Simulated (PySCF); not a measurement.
SMILES [CH3][Ge](/[CH]=C/B(O)O)([CH3])[CH3] (GFN2-xTB optimised geometry):

```
22

Ge    -2.069    -0.711     0.000
C     -2.717    -1.675    -1.617
C     -2.759     1.149     0.000
C     -2.715    -1.677     1.617
C     -0.099    -0.711     0.000
C      0.676     0.371    -0.051
B      2.251     0.370    -0.056
O      3.008    -0.761     0.035
O      2.890     1.556    -0.157
H     -3.803    -1.707    -1.630
H     -2.348    -2.697    -1.636
H     -2.380    -1.177    -2.521
H     -2.408     1.690     0.874
H     -3.845     1.152     0.013
H     -2.429     1.683    -0.886
H     -3.800    -1.715     1.628
H     -2.383    -1.177     2.522
H     -2.341    -2.697     1.637
H      0.370    -1.690     0.042
H      0.192     1.339    -0.095
H      2.517    -1.577     0.106
H      3.845     1.481    -0.156
```

Calculation: B3LYP/def2-SVP (PySCF).

Task: What are the frontier orbital energies and the dipole moment?

Result: HOMO-2 -7.95 eV, HOMO-1 -7.55 eV, HOMO -7.26 eV, LUMO -0.78 eV, LUMO+1 1.04 eV; dipole moment 1.33 D.

On the same geometry PySCF with PBE/def2-SVP gives HOMO-2 -6.92 eV, HOMO-1 -6.43 eV, HOMO -6.34 eV, LUMO -1.53 eV, LUMO+1 0.49 eV; dipole moment 1.26 D.

Meta-Löwdin charges at B3LYP/def2-SVP: Ge1 0.76, C2 -0.50, C3 -0.50, C4 -0.50, C5 -0.27, C6 -0.20, B7 0.41, O8 -0.49, O9 -0.48, H10 0.10, H11 0.10, H12 0.10, H13 0.11, H14 0.11, H15 0.11, H16 0.10, H17 0.10, H18 0.10, H19 0.07, H20 0.10, H21 0.33, H22 0.33.
